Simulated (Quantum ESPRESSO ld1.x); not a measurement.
Problem. Sb4+, 47 electrons, occupied as [Kr] 4d10 5s1 (the NIST ground configuration). Method: Dirac Kohn-Sham, BLYP, spin-unpolarised, spherical densities, point nucleus; computed with ld1.x of Quantum ESPRESSO 7.5. Some entries of the table are withheld. Estimate them.

| orbital | occ. | eigenvalue (eV) | <1/r> (bohr^-1) |
|---|---|---|---|
| 1s1/2 | 2 | -30333.453 | 54.33 |
| 2s1/2 | 2 | -4651.020 | 12.63 |
| 2p1/2 | 2 | (1) | 12.61 |
| 2p3/2 | 4 | (2) | 11.70 |
| 3s1/2 | 2 | -946.216 | 4.476 |
| 3p1/2 | 2 | -824.947 | 4.385 |
| 3p3/2 | 4 | -778.462 | 4.163 |
| 3d3/2 | 4 | -564.215 | 4.013 |
| 3d5/2 | 6 | -554.553 | 3.956 |
| 4s1/2 | 2 | -191.282 | 1.773 |
| 4p1/2 | 2 | -150.217 | 1.660 |
| 4p3/2 | 4 | -141.563 | 1.588 |
| 4d3/2 | 4 | (3) | 1.322 |
| 4d5/2 | 6 | (4) | 1.304 |
| 5s1/2 | 1 | -49.980 | 0.6678 |

Solution. 
(1) 2p1/2 eigenvalue (eV): -4354.352
(2) 2p3/2 eigenvalue (eV): -4102.393
(3) 4d3/2 eigenvalue (eV): -76.414
(4) 4d5/2 eigenvalue (eV): -75.137
